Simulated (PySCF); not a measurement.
These compounds are isomers of formula C$_{7}$H$_{9}$N$_{3}$.

A. `C1C(c2n(C=C)nnc2)C1`
B. SMILES C#Cc1cnnn1C(C)C
C. `C#Cc1nnn(CC)c1C`

Spectrum 1. ¹³C{¹H} NMR (computed): δ 147.5 (CH), 122.8 (C), 102.8 (CH), 77.0 (C), 54.8 (CH), 23.6 (CH3).

Spectrum 2. ¹³C{¹H} NMR (computed): δ 144.4 (C), 133.8 (C), 91.0 (CH), 79.6 (C), 44.7 (CH2), 18.5 (CH3), 10.2 (CH3).

Spectrum 3. ¹³C{¹H} NMR (computed): δ 147.8 (C), 131.9 (CH), 130.4 (CH), 110.8 (CH2), 15.7 (CH2), 8.1 (CH).

[PySCF 2.14: NMR shieldings at PBE0/pcSseg-1/GIAO; structure optimised with GFN2-xTB; relativity neglected; no solvent model; one computed conformer; averaged over atoms made equivalent by symmetry, fast rotation or ring inversion]

Shifts are taken against calculated references (same method and geometry level): TMS for ¹³C (186.93 ppm). Shifts are as computed. Against solution values, carbons near 30 ppm lie about +3 ppm off and those near 130 ppm about +5 ppm. Of 1211 compounds with measured shifts, 218 miss one by over three times the rms of a fit or turn the order of signals round; such compounds aren't used in these exercises.

Q: Which spectrum belongs to which compound?

A: 1–B, 2–C, 3–A.

- Spectrum 1 (B): 6 ¹³C signals; δC 147.5 is an aromatic CH next to a ring nitrogen; δC 102.8 is a terminal alkyne carbon.
- Spectrum 2 (C): 7 ¹³C signals; δC 91.0 is a terminal alkyne carbon; δC 79.6 is an alkyne carbon.
- Spectrum 3 (A): 6 ¹³C signals; δC 131.9 is an alkene CH; δC 110.8 is a terminal =CH2 carbon.
